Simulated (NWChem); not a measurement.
Species: Si$_{2}$H$_{5}$F; SMILES F[SiH2][SiH3]

Q: Give the equilibrium geometry at PBE-D3(BJ)/def2-SVP (NWChem) as an XYZ file, with the point group.

A: point group Cs; any orientation.
```
8

Si    -0.1967    -1.5014    -0.0028
Si     0.5068     0.7426    -0.0059
F     -0.8162     1.7225     0.0136
H      1.0227    -2.3864    -0.0222
H     -1.0330    -1.7954    -1.2181
H     -0.9992    -1.8027     1.2334
H      1.3388     1.0509     1.2094
H      1.3074     1.0573    -1.2406
```
